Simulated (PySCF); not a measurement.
# Ga (gallium, neutral) across methods

[Ar] 3d10 4s1 4p2, high-spin 4P determinant (an excited configuration). Computed with PySCF 2.14 in def2-QZVPPD (12s7p5d4f1g, 95 functions), with no relativity, point nucleus.

| method | E (hartree) | mean ε 3d β (eV) | mean ε 4s α (eV) | mean ε 4p α (eV) | Σ⟨r²⟩ (bohr²) | ⟨S²⟩ |
| --- | --- | --- | --- | --- | --- | --- |
| B3LYP | -1924.725 | -23.734 | -11.384 | -4.515 | 42.15 | 3.751 |
| TPSS | -1924.670 | -20.838 | -10.427 | -3.935 | 41.88 | 3.752 |
| HSE06 | -1924.427 | -23.850 | -11.304 | -4.420 | 42.02 | 3.751 |
| PBE0 | -1924.431 | -24.289 | -11.703 | -4.821 | 41.91 | 3.751 |
| PBE | -1924.385 | -20.934 | -10.347 | -3.909 | 42.24 | 3.751 |
| UHF | -1923.15136 | -33.610 | -15.241 | -7.221 | 42.27 | 3.752 |
| LDA | -1921.650 | -21.252 | -10.528 | -3.955 | 42.20 | 3.751 |
| B97-3 | -1924.503 | -24.603 | -11.577 | -4.726 | 41.86 | 3.751 |
| r2SCAN | -1924.674 | -21.314 | -10.820 | -4.153 | 41.49 | 3.753 |
